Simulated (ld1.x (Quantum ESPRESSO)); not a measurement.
# Reading a pseudo-wave (Cu)

Columns: radius, all-electron u(r) and pseudo u(r) of the 3d shell (level -21.16 eV) of copper in the configuration [Ar] 3d9.5 4s0 4p0; PBEsol, scalar-relativistic, RRKJ scheme, ld1.x (Quantum ESPRESSO) 7.5.

```
r (bohr)  all-electron  pseudo
   0.088        0.0800  0.0062
   0.175        0.3189  0.0464
   0.262        0.5817  0.1433
   0.350        0.7899  0.3035
   0.438        0.9215  0.5106
   0.525        0.9850  0.7304
   0.612        0.9992  0.9280
   0.700        0.9806  1.0725
   0.788        0.9419  1.1414
   0.875        0.8929  1.1336
   0.962        0.8391  1.0646
   1.050        0.7833  0.9576
   1.138        0.7283  0.8400
   1.225        0.6758  0.7340
   1.312        0.6259  0.6487
   1.400        0.5783  0.5840
   1.487        0.5343  0.5348
   1.575        0.4927  0.4927
   1.662        0.4545  0.4545
   1.750        0.4186  0.4186
   1.838        0.3854  0.3854
   1.925        0.3549  0.3549
   2.012        0.3267  0.3267
   2.100        0.3003  0.3003
   2.188        0.2760  0.2760
   2.275        0.2537  0.2537
```

Q: How many radial nodes do the two functions have?

A: The all-electron 3d function has n − l − 1 = 0; the pseudo-wave has 0.

Q: At about which radius was the pseudo-wave matched?

A: 1.60 bohr, where the columns begin to agree (steps of 0.09 bohr).

Q: Is the pseudo-wave norm-conserving?

A: Yes: the RRKJ scheme keeps the norm inside the radius equal to the all-electron one, which fixes the energy derivative of the logarithmic derivative at the level.
